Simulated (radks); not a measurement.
Problem. The mean radii <r> (bohr) of the occupied orbitals of an atom or ion are listed with their occupations. Method: Dirac Kohn-Sham, Slater X-alpha with alpha = 0.667, spin-unpolarised, spherical densities, finite nucleus; Fermi nuclear charge, rms radius of each element as measured or else 0.836 A^(1/3) + 0.57 fm; computed with a radial shooting solver on a logarithmic mesh with Libxc functionals.

| orbital | occ. | <r> |
|---|---|---|
| 1s1/2 | 2 | 0.01633 |
| 2s1/2 | 2 | 0.06812 |
| 2p1/2 | 2 | 0.05591 |
| 2p3/2 | 4 | 0.06470 |
| 3s1/2 | 2 | 0.1772 |
| 3p1/2 | 2 | 0.1675 |
| 3p3/2 | 4 | 0.1836 |
| 3d3/2 | 4 | 0.1596 |
| 3d5/2 | 6 | 0.1644 |
| 4s1/2 | 2 | 0.3919 |
| 4p1/2 | 2 | 0.3933 |
| 4p3/2 | 4 | 0.4279 |
| 4d3/2 | 4 | 0.4336 |
| 4d5/2 | 6 | 0.4448 |
| 5s1/2 | 2 | 0.8774 |
| 4f5/2 | 6 | 0.4647 |
| 4f7/2 | 8 | 0.4713 |
| 5p1/2 | 2 | 0.9409 |
| 5p3/2 | 4 | 1.036 |
| 5d3/2 | 4 | 1.358 |
| 5d5/2 | 6 | 1.415 |
| 6s1/2 | 2 | 2.405 |

Name the element and its charge. Open shells, if any, are shared by 2j + 1.

Solution. Z = 81, thallium, charge +1: Tl+ in [Hg]. The 1s radius gives Z: for a bare nucleus <r> = (2 gamma + 1)/(2Z) with gamma = sqrt(1 - (Z/c)^2), 0.01613 bohr for Z = 81, and screening makes it slightly larger (0.01633 here). The occupations add up to 80, and the charge is Z minus that.
